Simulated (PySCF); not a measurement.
This script is equivalent to a calculation on C⁺ (carbon, charge +1).

```python
from pyscf import gto, scf, dft, mp, cc
import basis_set_exchange as bse
mol = gto.M(atom="C 0 0 0", charge=1, spin=1, symmetry="D2h",
            basis=gto.basis.parse(bse.get_basis("x2c-SVPall", elements=["C"], fmt="nwchem", header=False)),
            nucmod="G")
mf = scf.UHF(mol).sfx2c1e()
mf.irrep_nelec = {'Ag': (2, 2), 'B2u': (1, 0)}
mf.kernel()
```

Question: What total energy does it give?

Answer: -37.25916 hartree (calculated).

Question: Which occupied shell lies highest, and where?

Answer: 2p α, at -24.951 eV.

Question: What is ⟨S²⟩, and what would a pure spin state give?

Answer: 0.754, against 0.75.
